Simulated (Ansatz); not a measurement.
Compare A (`NC1(F)BN1`) with its isomer B (`N/C=N/BF`).

Gas-phase electronic energies from Ansatz, PBE0-D4/def2-TZVP geometries. CCSD(T)/CBS is the MP2 limit (def2-TZVPP, def2-QZVPP) plus CCSD(T) − MP2 in def2-TZVPP, frozen cores. DFT in def2-TZVPP. B3LYP here is the variant with VWN-RPA as its local correlation; programs differ in this. Each species was taken in one conformer, which may not be the lowest.

Problem. Which is lower in electronic energy at CCSD(T)/CBS, and by how much? (Best estimate.)

Solution. Computed: B, by 64.6 kcal/mol.

Problem. Give E(B) − E(A) in kcal/mol with B3LYP-D4, HF/def2-TZVPP, MP2/def2-TZVPP, PBE0-D4, CCSD(T)/def2-SVP, BLYP-D4, PBE-D4. (An estimate is asked.)

Solution. Computed: B3LYP-D4 -67.5, HF/def2-TZVPP -74.6, MP2/def2-TZVPP -66.3, PBE0-D4 -62.3, CCSD(T)/def2-SVP -65.0, BLYP-D4 -67.7, PBE-D4 -62.0. None reverses the order clearly.

Problem. Does the order hold for the free energy at 298.15 K (harmonic terms from PBE0-D4)? (Best estimate.)

Solution. The calculation gave: Yes: G(B) − G(A) = -64.8 kcal/mol, for one conformer each.

Largest T1 diagnostic: 0.014.

In def2-TZVPP, CCSD(T) changes the Hartree–Fock value by +8.9 kcal/mol (the triples alone add +0.3 kcal/mol) and MP2 by +8.3 kcal/mol. From BLYP to BHLYP (50 % exact exchange), in def2-TZVPP and without D4, E(B) − E(A) moves by −0.8 kcal/mol.
